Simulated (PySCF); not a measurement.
Field gradients at the hydrogen positions

Compound: C7H14P2.
Structure used (GFN2-xTB), in Å, numbered top down from 1:
```xyz
23
C7H14P2 angstrom
C      3.998    0.076   -1.489
C      3.088    0.024   -0.516
C      3.454    0.200    0.923
P      1.366   -0.278   -1.019
P      0.403   -0.217    0.772
C     -1.353   -0.484    0.143
C     -2.095   -1.380    1.129
C     -2.016    0.886   -0.025
C     -3.399    0.808   -0.661
H      3.725   -0.052   -2.523
H      5.043    0.250   -1.286
H      4.526    0.358    1.029
H      2.925    1.054    1.346
H      3.167   -0.682    1.497
H     -1.314   -0.977   -0.835
H     -2.174   -0.893    2.100
H     -3.096   -1.608    0.771
H     -1.560   -2.320    1.262
H     -1.373    1.506   -0.658
H     -2.088    1.374    0.952
H     -3.351    0.266   -1.603
H     -3.774    1.810   -0.860
H     -4.107    0.307   -0.006
```

Level: PBE0/pcSseg-1 (PySCF, non-relativistic); Q(2H) = 0.00286 b; rigid geometry, the same for H and D, with no vibrational averaging.

Question: Rank these positions by the coupling χzz of a deuteron there, largest first.
A. H15 (methine hydrogen)
B. H13 (methyl hydrogen)
C. H20 (methylene hydrogen)
D. H10 (vinylic hydrogen)
E. H21 (methyl hydrogen)

Answer: D (224 kHz), E (211 kHz), B (206 kHz), C (202 kHz), A (198 kHz).

Give the electric field gradient Vzz (the principal value of largest size), its asymmetry and the 2H coupling at each hydrogen.

| atom | bonded to | bond length (Å) | Vzz (au) | η | χzz (kHz) |
| --- | --- | --- | --- | --- | --- |
| H10 | C1 | 1.077 | 0.3329 | 0.05 | 224 |
| H11 | C1 | 1.079 | 0.3326 | 0.05 | 223 |
| H12 | C3 | 1.088 | 0.3133 | 0.04 | 211 |
| H13 | C3 | 1.090 | 0.3070 | 0.03 | 206 |
| H14 | C3 | 1.090 | 0.3072 | 0.03 | 206 |
| H15 | C6 | 1.096 | 0.2943 | 0.00 | 198 |
| H16 | C7 | 1.089 | 0.3118 | 0.03 | 209 |
| H17 | C7 | 1.088 | 0.3158 | 0.02 | 212 |
| H18 | C7 | 1.089 | 0.3111 | 0.03 | 209 |
| H19 | C8 | 1.095 | 0.2952 | 0.04 | 198 |
| H20 | C8 | 1.094 | 0.3005 | 0.03 | 202 |
| H21 | C9 | 1.088 | 0.3141 | 0.02 | 211 |
| H22 | C9 | 1.088 | 0.3159 | 0.02 | 212 |
| H23 | C9 | 1.087 | 0.3166 | 0.02 | 213 |

How does χzz go with the bond length over the 14 C–H bonds?

A straight-line fit has a slope of -14.5 kHz for each 0.01 Å, with a correlation coefficient of -0.99, over lengths from 1.077 to 1.096 Å. The longer bonds have the smaller couplings here.

A static deuteron (I = 1) shows a doublet split by (3/2)χ, (3/4)χ(1 + η) and (3/4)χ(1 − η) with the field along z, y and x of the gradient. What are these for H21?

With |χ| = 211.0 kHz and η = 0.020: 317, 161 and 155 kHz, to first order and without motion.

Geometry: GFN2-xTB, one conformer, isolated molecule. GFN2-xTB bond lengths can be off by several hundredths of an ångström, more for odd bonds, and the gradients follow them. With a basis this small, the couplings can be 20 % off.
